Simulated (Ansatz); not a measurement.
Consider the cleavage of the Al–Si bond: `FC[SiH](F)[AlH2]` + `[OH][GaH2]` → `[AlH2][O][GaH2]` + `FC[SiH2]F`.

Gas-phase electronic energies from Ansatz, PBE0-D4/def2-TZVP geometries. CBS: MP2 limit from def2 TZ/QZ plus the TZ coupled-cluster correction, frozen cores. Functionals use def2-TZVPP. B3LYP here is the variant with VWN-RPA as its local correlation; programs differ in this. HSE06 is defined as in plane-wave codes. For Ga outer-core shells are correlated without core-valence functions, which leaves a few kJ/mol of doubt a bond. Scalar relativity is left out up to krypton. One conformer a species, not always the lowest.

`FC[SiH](F)[AlH2]`:

Z-matrix (Å, degrees):
```
C
Si 1 1.892
F 1 1.389 2 112.0
H 1 1.098 2 109.5 3 -120.1
H 1 1.096 2 111.5 3 121.1
Al 2 2.478 1 111.8 3 171.1
F 2 1.611 1 108.5 3 -66.3
H 2 1.492 1 106.8 3 48.5
H 6 1.586 2 121.4 1 135.4
H 6 1.590 2 118.7 1 -45.6
```

`[OH][GaH2]`:

Z-matrix (Å, degrees):
```
Ga
O 1 1.788
H 1 1.565 2 117.5
H 1 1.556 2 113.8 3 180.0
H 2 0.959 1 114.1 3 0.0
```

`[AlH2][O][GaH2]`:

Cartesian coordinates in Å:
```
Al -0.626 1.572 -0.029
O -0.005 0.016 -0.002
Ga 0.648 -1.626 0.030
H -2.141 1.779 -0.444
H 0.325 2.777 0.361
H 0.523 -2.382 1.390
H 1.276 -2.135 -1.306
```

`FC[SiH2]F`:

Z-matrix (Å, degrees):
```
C
Si 1 1.881
F 1 1.389 2 111.3
H 1 1.097 2 109.9 3 -120.2
H 1 1.096 2 111.2 3 121.0
F 2 1.598 1 109.8 3 -69.4
H 2 1.485 1 108.3 3 172.6
H 2 1.481 1 110.8 3 50.0
```

Is it downhill or uphill in electronic energy at CCSD(T)/CBS, and by how much? (An estimate is asked.)

Ansatz gave: Downhill: ΔE = -165.7 kJ/mol.

What do these levels give: revPBE-D4, r2SCAN-D4, PBE0-D4, B3LYP-D4, ωB97X-V, ωB97M-V, BLYP, HSE06, LC-ωPBE, RPA@PBE/def2-TZVPP, CCSD/def2-TZVPP, MP2/def2-QZVPP? (Estimate.)

The calculation gave: revPBE-D4 -138.1, r2SCAN-D4 -162.8, PBE0-D4 -147.8, B3LYP-D4 -166.2, ωB97X-V -163.6, ωB97M-V -170.0, BLYP -161.3, HSE06 -148.2, LC-ωPBE -159.6, RPA@PBE/def2-TZVPP -166.6, CCSD/def2-TZVPP -171.7, MP2/def2-QZVPP -178.6 kJ/mol.

What do rigid-rotor, harmonic-oscillator terms from PBE0-D4/def2-TZVP frequencies (298.15 K, 1 bar) make of the CCSD(T)/CBS value? (Estimate.)

Ansatz gave: ΔZPE = -3.4 kJ/mol, ΔH = -170.0 kJ/mol, ΔS = -3 J/(mol·K), ΔG = -169.2 kJ/mol.

Largest T1 diagnostic among the species: 0.015.

In def2-TZVPP, CCSD(T) changes the Hartree–Fock value by +20.1 kJ/mol (the triples alone add +2.7 kJ/mol) and MP2 by +9.1 kJ/mol. Leaving LDA and LC-ωPBE aside and taking each functional with its dispersion term where it has one, the values, not all of them listed here, spread over 39.1 kJ/mol, from BHLYP-D4 to revPBE-D4. LDA lies −4.4 kJ/mol from PBE without D4. From BLYP to BHLYP (50 % exact exchange), in def2-TZVPP and without D4, ΔE moves by −17.1 kJ/mol.
